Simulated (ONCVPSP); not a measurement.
What one change does to a pseudopotential (boron, ONCV)

ONCVPSP 4.0.1 input, shortened (lines: element, Z, core and valence counts, functional; n l f; lmax; l rc ep ncon nbas qcut; lloc lpopt rc5 dvloc0; l nproj debl; icmod fcfact rcfact), PBE, scalar-relativistic:

```
  B 5.00    1    1        4      upf
    1    0    2.00
    2    0    1.00
    2
    0    1.15    0.00    3    7    5.00
    1    0.90    0.05    5    8   10.50
    2    0.90    0.37    3    6   11.60
    2    5    0.90    0.00
    0    2    2.00
    1    2    1.20
    2    0    1.80
    0    0.00    0.00
```

All-electron outer shells of the reference configuration (PBE, scalar-relativistic, ld1.x):

```json
{"shell": "1s", "level (eV)": "-211.18", "outermost node (bohr)": "–", "outermost maximum (bohr)": "0.21"}
{"shell": "2s", "level (eV)": "-31.48", "outermost node (bohr)": "0.45", "outermost maximum (bohr)": "1.37"}
```

Change: all radii scaled by about 0.87 (s 1.00, p 0.78, d 0.78 bohr).

Cutoffs: the cutoffs (Ha) at which the residual kinetic energy of the hardest occupied pseudo-wave falls to 1 and 0.1 mHa per electron; they do not see the model core or the augmentation charge, which bear on the density cutoff. Errors are all-electron minus pseudo energies relative to the spin-unpolarised reference configuration.

**Question.** What does the change do?

**Answer.** The potential gets softer (13 Ha and 51 Ha → 13 Ha and 44 Ha); the errors of the 4 common tests hardly move; neither file shows a bound ghost.

```tsv
quantity	base	changed
cutoff, loose	13 Ha	13 Ha
cutoff, tight	51 Ha	44 Ha
bound ghosts	none	none
GHOST(+) flags under 300 eV	none	s at 181.5 eV
error for 2s2 2p1, meV [ΔE -33.64 eV]	+125	+127
error for 2s2, meV [ΔE -25.42 eV]	+30	+32
error for 2s2 2p0.5, meV [ΔE -30.75 eV]	+86	+88
error for 2s1 2p1, meV [ΔE -19.28 eV]	+131	+132
```
